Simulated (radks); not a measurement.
The mean radii <r> (bohr) of the occupied orbitals of an atom or ion are listed with their occupations. Calculated with a radial shooting solver on a logarithmic mesh with Libxc functionals: scalar-relativistic Kohn-Sham, XLYP, spin-polarised, spherical densities, point nucleus.

orbital  occ.     <r>
1s up       1  0.1113
1s down     1  0.1113
2s up       1  0.5680
2s down     1  0.5680
2p up       3  0.5371
2p down     3  0.5369
3s up       1   2.014
3p up       2   2.365

Name the element and its charge. Open shells, if any, are filled with parallel spins first.

Answer. Z = 14, silicon, charge +1: Si+ in [Ne] 3s1 3p2. The 1s radius gives Z: for a bare nucleus <r> = (2 gamma + 1)/(2Z) with gamma = sqrt(1 - (Z/c)^2), 0.1068 bohr for Z = 14, and screening makes it slightly larger (0.1113 here). The occupations add up to 13, and the charge is Z minus that.
